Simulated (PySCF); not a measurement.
C2H7BO3.
Numbering: `[CH3:1][O:2][CH2:3][B:4]([OH:5])[OH:6]` (hydrogens: H7, H8, H9 on C1; H10, H11 on C3; H12 on O5; H13 on O6)

Computed by this run: PySCF 2.14.0, PBE0-D3(BJ)/def2-SVP geometry optimisation, gas phase; density fitting, grid level 1; the optimiser is geomeTRIC in internal coordinates, started from a GFN2-xTB structure with every atom displaced at random (about 0.01 Å).

Step 0: E = -8991.2700 eV
```
atom  x, y, z in Å  |  force x, y, z in eV/Å
C1      1.9393    0.2688   -0.1577   -1.494   0.963   0.364
O2      1.0828   -0.3783    0.7480   -0.284  -0.110  -0.229
C3     -0.1383   -0.8575    0.1703    1.367   0.697   0.908
B4     -1.1723    0.2278   -0.3336   -1.845  -0.974  -0.288
O5     -2.4662   -0.1785   -0.6838    0.955   1.095   0.060
O6     -0.9150    1.5344   -0.4591   -0.129   1.185  -0.188
H7      2.2120   -0.3713   -0.9920    0.286  -0.442  -0.547
H8      2.8261    0.5898    0.3844    0.366  -0.035   0.195
H9      1.4273    1.1890   -0.5530    0.496  -0.473  -0.008
H10     0.1242   -1.5434   -0.6413   -0.141  -0.430  -0.502
H11    -0.5710   -1.4744    0.9780   -0.253   0.006  -0.192
H12    -2.6682   -1.0972   -0.5702    0.015  -0.724   0.132
H13    -1.6771    2.0774   -0.7603    0.661  -0.758   0.294
```

Step 1: E = -8991.4043 eV
```
atom  x, y, z in Å  |  force x, y, z in eV/Å
C1      1.9052    0.2695   -0.1743    0.245  -0.130  -0.128
O2      1.0672   -0.3120    0.7756   -0.076   0.123  -0.097
C3     -0.1235   -0.8114    0.2332   -0.090  -0.099  -0.090
B4     -1.2158    0.2300   -0.2801    0.411   0.203  -0.103
O5     -2.4193   -0.1847   -0.7679   -0.203  -0.137   0.054
O6     -0.9422    1.5632   -0.3215   -0.070  -0.267   0.038
H7      2.1670   -0.4446   -0.9902   -0.007   0.019   0.160
H8      2.8363    0.5675    0.3325   -0.056  -0.032  -0.012
H9      1.4696    1.1595   -0.6552   -0.123   0.102   0.044
H10     0.1004   -1.5055   -0.6181   -0.061   0.048   0.115
H11    -0.5839   -1.4511    1.0081    0.011  -0.018   0.019
H12    -2.5742   -1.1326   -0.6992    0.057   0.090  -0.025
H13    -1.6833    2.0387   -0.7131   -0.036   0.100   0.024
```

**Question.** Estimate the geometry and energy of step 2. (The exact step hangs on the optimiser's Hessian estimate; all steps are aligned on step 1, rigid shifts and turns removed.)

**Answer.** E = -8991.4167 eV, largest force 0.133 eV/Å
```
atom  x, y, z in Å  |  force x, y, z in eV/Å
C1      1.9181    0.2638   -0.1809    0.001  -0.033  -0.074
O2      1.0560   -0.2936    0.7609   -0.030   0.011   0.030
C3     -0.1280   -0.8071    0.2170    0.036  -0.011  -0.060
B4     -1.2121    0.2334   -0.3014    0.063   0.091   0.043
O5     -2.4279   -0.1906   -0.7583   -0.068   0.026  -0.007
O6     -0.9532    1.5666   -0.3183   -0.054  -0.120  -0.016
H7      2.2078   -0.4759   -0.9585    0.006   0.012   0.027
H8      2.8295    0.5817    0.3454   -0.009   0.009   0.001
H9      1.4777    1.1401   -0.6902    0.001   0.004   0.006
H10     0.0933   -1.5130   -0.6199    0.015  -0.015   0.036
H11    -0.5894   -1.4363    1.0007   -0.013   0.018   0.001
H12    -2.5609   -1.1408   -0.7008    0.026   0.002  -0.014
H13    -1.7073    2.0583   -0.6659    0.026   0.005   0.026
```

The energy changes by -0.0124 eV. The first-order estimate −F·Δx gives -0.0210 eV and the mean of the old and new forces, exact on a quadratic surface, -0.0123 eV. The step makes an angle of 76° with the force vector and moves no atom by more than 0.060 Å.

What follows is the cost of the whole optimisation. The run took 29 s on one thread, AMD EPYC 9R45 (x86_64), no GPU, shared host with 96 logical CPUs at a one-minute load of 49, and the process peaked at 0.51 GiB of memory.
